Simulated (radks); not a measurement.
Initial-state core-level shifts of the iron ion Fe+ when its valence configuration changes from [Ar] 3d6 4s1. Method: scalar-relativistic Kohn-Sham, PBE, spin-polarised, spherical densities, point nucleus; open shells are filled with parallel spins first; computed with a radial shooting solver on a logarithmic mesh with Libxc functionals. Shifts are changes of the shell-averaged eigenvalues in eV (positive: less bound).

| valence | 1s | 2s | 3s | 3p |
|---|---|---|---|---|
| 3d5 4s2 | -6.499 | -7.289 | -6.281 | -6.093 |
| 3d6 4p1 | -1.456 | -1.368 | -1.460 | -1.461 |
| 3d5 4p2 | -9.047 | -9.803 | -8.788 | -8.575 |
| 3d5 4s1 4p1 | -7.674 | -8.490 | -7.418 | -7.211 |
| 3d6.5 4s0.5 | +2.643 | +3.000 | +2.639 | +2.554 |
| 3d4 4s2 4p1 | -16.281 | -18.208 | -15.364 | -14.903 |
| 3d4.5 4p2.5 | -13.650 | -14.960 | -13.104 | -12.758 |
| 3d6 4s0.5 4p0.5 | -0.736 | -0.692 | -0.738 | -0.738 |
| 3d4.5 4s0.5 4p2 | -12.992 | -14.326 | -12.449 | -12.107 |
